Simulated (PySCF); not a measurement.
**Ionising SnCl**

UHF-CCSD(T); PySCF, scalar-relativistic core potentials, basis sets Sn cc-pVDZ-PP with ECP28, Cl cc-pV(D+d)Z. Neutral (UHF): doublet (π ↑), Re = 2.408 Å, ωe = 344 cm⁻¹, De = 3.32 eV.

SnCl⁺ (RHF): singlet (closed shell), Re = 2.298 Å, ωe = 418 cm⁻¹, De = 3.65 eV to Sn⁺ + Cl. The energies at the minima are -673.12970 hartree for SnCl and -672.87995 for SnCl⁺.

Problem. Work out the adiabatic ionisation energy, without and with harmonic zero-point energies (1 hartree = 27.2114 eV, 1 eV = 8065.5 cm⁻¹), and the change of the bond length.

Solution. At CCSD(T): 0.24975 hartree = 6.796 eV between the minima; the zero-point term (418.0 − 344.0)/2 cm⁻¹ = +0.005 eV makes it 6.801 eV. Re changes by -11.0 pm against the neutral. The electron leaves a π orbital, and the shorter bond of the ion fits an antibonding orbital, or a change in how ionic the bond is.

Correlated steps freeze 9 core orbitals. Correlated levels converge slowly with the basis: in double zeta they bind strong bonds too weakly, by up to about 1 eV, and carry superposition errors of some tenths. These are scalar-relativistic numbers at best; spin–orbit coupling would shift them, the dissociation energy most. For an ion De counts to the pair picked by the measured ionisation energies or electron affinities, which need not be the lowest pair at this level. Where the molecule has an RHF reference, its open-shell atoms are computed with UHF. States were picked by a PBE0 search and need not be the measured ground states.

Neutral and ion stand on different kinds of reference determinant, which adds to the error of the difference.
